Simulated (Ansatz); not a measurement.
## Ligand exchange: C4H9NO + GaH2(OH) → C4H8O2 + GaH2(NH2)

Species: C4H9NO (butyramide) `CCCC(N)=O`, singlet; GaH2(OH), singlet; C4H8O2 `CCCC(=O)O`, singlet; GaH2(NH2), singlet. The partners trade NH2 for OH: C–NH2 and Ga–OH bonds give way to C–OH and Ga–NH2.

Shapes, held fixed at every level: PBE0-D4/def2-TZVP. Flexible molecules stand in one conformer, not always the lowest. Programs: Ansatz 0.2.0. Electronic energies: no zero-point or thermal term.

(1) Estimate ΔE of this reaction.

Answers

(1) The highest level, CCSD(T)/def2-TZVPP, gives ΔE = +12.8 kJ/mol; the levels span +12.8 to +18.3. The column of differences is taken from that level and isn't an error. No measured value is set beside it here. Relativity is left out for Ga. Outer-core shells of Ga are correlated, in sets that cover them unevenly.

```csv
level,kind,ΔE (kJ/mol),less CCSD(T)/def2-TZVPP
HF/def2-TZVPP,Hartree–Fock,+17.4,+4.6
PBE0-D4/def2-TZVPP,global hybrid,+16.8,+4.0
wB97X-V/def2-TZVPP,range-separated hybrid,+15.2,+2.4
B2PLYP/def2-TZVPP,double hybrid,+18.3,+5.5
MP2/def2-TZVPP,perturbation theory,+15.7,+2.9
CCSD/def2-TZVPP,coupled cluster or CI,+13.3,+0.5
CCSD(T)/def2-TZVPP,coupled cluster or CI,+12.8,0.0
```
